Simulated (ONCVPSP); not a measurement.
# palladium (Pd): variants of one ONCV potential

Base potential:

ONCVPSP 4.0.1 input, shortened (lines: element, Z, core and valence counts, functional; n l f; lmax; l rc ep ncon nbas qcut; lloc lpopt rc5 dvloc0; l nproj debl; icmod fcfact rcfact), PBE, fully relativistic:

```
  Pd 46.00    6    3        4      upf
    1    0    2.00
    2    0    2.00
    2    1    6.00
    3    0    2.00
    3    1    6.00
    3    2   10.00
    4    0    2.00
    4    1    6.00
    4    2    9.00
    2
    0    1.55    0.00    5   10    7.80
    1    1.40    0.00    4    7   12.20
    2    1.35    0.00    4    8    7.60
    4    4    0.85    0.00
    0    2    1.90
    1    2    2.60
    2    3    1.40
    2    0.60    1.10
```

Open shells are filled in proportion to 2j + 1.

In the s channel the program set the typed energies aside and used -3.551, 0.250 Ha.

All-electron outer shells of the reference configuration (PBE, scalar-relativistic, ld1.x):

```json
{"shell": "4s", "level (eV)": "-96.68", "outermost node (bohr)": "0.45", "outermost maximum (bohr)": "0.85"}
{"shell": "4p", "level (eV)": "-62.47", "outermost node (bohr)": "0.46", "outermost maximum (bohr)": "0.91"}
{"shell": "4d", "level (eV)": "-14.61", "outermost node (bohr)": "0.45", "outermost maximum (bohr)": "1.09"}
```

Cutoffs, loose and tight: the cutoffs (Ha) at which the residual kinetic energy of the hardest occupied pseudo-wave falls to 1 and 0.1 mHa per electron. They do not see the model core or the augmentation charge, which bear on the density cutoff. Test errors are all-electron minus pseudo excitation energies from the reference, over the configurations 4s2 4p6 4d10; 4s2 4p6 4d8; 4s2 4p6 4d7; 4s2 4p5 4d10. A dash means not determined; rows that change the core or the reference have their own tests.

A true bound ghost makes a file unfit for plane-wave use even where its test errors are small: the radial tests pick states by their node count and pass the ghost by.

| change | outcome | cutoff, loose | cutoff, tight | bound ghosts | GHOST(+) flags above zero | largest test error (meV) |
| --- | --- | --- | --- | --- | --- | --- |
| base | generated, projector energies reset by the program | 43 Ha | 82 Ha | none | s, d5/2, d3/2 | -17 |
| core correction polynomial model core, fcfact 0.5 | generated, projector energies reset by the program | 43 Ha | 82 Ha | none | s, d5/2, d3/2 | -17 |
| all radii but the core radius scaled by about 0.89 (s 1.38, p 1.24, d 1.20 bohr); local potential polynomial inside 0.76 bohr (lpopt 4, dvloc0 0 Ha) | generated, projector energies reset by the program | 46 Ha | 128 Ha | d5/2, d3/2 | s, d5/2, d3/2 | -7.2 |
| p: rc 1.04 | generated, projector energies reset by the program | 53 Ha | 82 Ha | none | s, d5/2, d3/2 | -6.6 |
| d: qcut 7 | generated, projector energies reset by the program | 43 Ha | 119 Ha | d5/2, d3/2 | s | -22 |
| d: nbas 9 | generated, projector energies reset by the program | 43 Ha | 93 Ha | none | s, d5/2, d3/2 | -18 |

**Question.** What comes out with this change to the base: local potential polynomial inside 1.00 bohr (lpopt 5, dvloc0 6 Ha)?

**Answer.** outcome: generated, projector energies reset by the program; cutoff, loose: 43 Ha; cutoff, tight: 82 Ha; bound ghosts: d5/2, d3/2; GHOST(+) flags above zero: s, d5/2, d3/2; largest test error (meV): -18.

**Question.** What comes out with this change to the base: scalar-relativistic?

**Answer.** outcome: generated, projector energies reset by the program; cutoff, loose: 43 Ha; cutoff, tight: 78 Ha; bound ghosts: none; GHOST(+) flags above zero: s, d; largest test error (meV): -51.

**Question.** What comes out with this change to the base: reference 4s2 4p6 4d10?

**Answer.** outcome: generated, projector energies reset by the program; cutoff, loose: 43 Ha; cutoff, tight: 77 Ha; bound ghosts: none; GHOST(+) flags above zero: s, d5/2, d3/2; largest test error (meV): -166 over the solved tests; 1 of 4 tests not solved or not reliable.
